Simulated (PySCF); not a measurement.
SnClBr, SMILES [Cl][Sn][Br] (connectivity only; charge and spin as stated), neutral, multiplicity 1. Atoms are numbered in the order given.

```xyz
3

Sn     0.6866    -0.5709     0.0000
Cl    -1.2905    -1.8661     0.0000
Br    -0.3541     1.7219     0.0000
```
Charge 0, spin multiplicity 1.

The structure is a stationary point at PBE0-D3(BJ)/def2-TZVP. The def2 effective core potentials stand for the cores of Sn; spin–orbit coupling is left out.

Calculation: PBE0-D3(BJ)/def2-TZVP (PySCF).

Frequencies are harmonic and unscaled.

| mode | ν (cm⁻¹) | IR (km/mol) | moving atoms (share of kinetic energy) |
|---|---|---|---|
| 1 | 101 | 1.6 | Cl 57 %, Br 27 %, Sn 16 % |
| 2 | 243 | 45.3 | Br 58 %, Sn 42 % |
| 3 | 349 | 70.4 | Cl 77 %, Sn 23 % |
